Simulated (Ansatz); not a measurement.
Reaction (SMILES): COC(C)(F)F [1,1-difluoro-1-methoxyethane] + 3 C (CH4) + O (H2O) -> CC (C2H6) + 2 CF (CH3F) [fluoromethane] + 2 CO (CH4O) [methanol]
Geometries: B3LYP-D3(BJ)/def2-TZVP minima from Ansatz (an electronic-structure program), one conformer each, not searched for the lowest.

Wanted: bond separation energy (electronic energy difference), in eV. Correlated levels leave the core frozen unless marked. No spin-orbit coupling. No relativistic terms. Basis-set limits of correlation are two-point, X^-3; Hartree-Fock from the larger set. The bracket is a focal-point correction in the basis named.

| level | program | bond separation energy (eV) |
|---|---|---|
| PBE-D3(BJ)/def2-TZVPD | Ansatz + dftd3 | 1.79 |

**Question.** Estimate the value at RI-MP2/CBS(cc-pVTZ,cc-pVQZ)+[CCSD(T)-MP2]/cc-pVTZ as computed with Ansatz.

**Answer.** 1.88 eV
